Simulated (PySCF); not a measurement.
**Solvent effects on NMR parameters**

Geometry (Å), atoms numbered from 1 in this order:
```xyz
18

C    -2.680    0.260    0.511
C    -1.827   -0.511   -0.494
C    -0.363   -0.440   -0.181
C     0.317    0.823   -0.440
O    -0.297    1.811   -0.912
C     1.724    0.831   -0.114
C     2.373   -0.274    0.414
C     1.700   -1.479    0.661
C     0.339   -1.506    0.351
F    -0.328   -2.669    0.588
H    -3.752    0.245    0.242
H    -2.575   -0.161    1.524
H    -2.337    1.306    0.527
H    -1.975   -0.048   -1.486
H    -2.156   -1.561   -0.551
H     2.262    1.766   -0.299
H     3.443   -0.208    0.646
H     2.188   -2.363    1.076
```

Total charge -1.

GIAO PBE0/pcSseg-1 in PySCF 2.14.0 with density-fitted response routines on one PBE0-D3(BJ)/def2-SVP conformer, non-relativistic, equivalent nuclei averaged. Solvents enter as an IEF-PCM continuum (water with ε = 78.4) around the gas-phase geometry. Shifts are referred to TMS, CFCl3 computed in the same medium.

Gas phase, δ in ppm: C4 177.9, C9 169.2, C7 128.1, C6 118.1, C3 118.0, C8 87.2, C2 20.4, C1 15.2, F10 -133.9, H17 6.27, H16 5.62, H18 5.02, H14/H15 2.28, H11/H12/H13 0.90. Dipole moment 3.45 D.

(1) How does each δ change in the continuum?

(2) Which nuclei move most (in ppm), and what does the model miss?

## Answers

(1) 
```csv
atoms,environment,"Δδ, water"
C4,substituted aromatic carbon,+0.7
C9,aromatic carbon bearing fluorine,+1.2
C7,aromatic CH,+3.5
C6,aromatic CH,-0.7
C3,substituted aromatic carbon,+3.3
C8,aromatic CH,+6.1
C2,sp3 CH2 on an aromatic ring,+0.5
C1,methyl carbon,+0.4
F10,aryl fluorine,+7.0
H17,hydrogen on an aromatic CH,+0.63
H16,hydrogen on an aromatic CH,+0.28
H18,hydrogen on an aromatic CH,+0.76
H14/H15,hydrogen on an sp3 CH2 on an aromatic ring,+0.04
H11/H12/H13,hydrogen on a methyl carbon,+0.13
```

Changes are relative to the gas phase. The dipole moment becomes 4.92 D in water.

(2) F10 (aryl fluorine, +7.0 ppm) in water. A continuum only polarises the solute; specific hydrogen bonds, the anisotropy of aromatic solvents and changes of geometry or conformer are outside it, as are counter-ions.
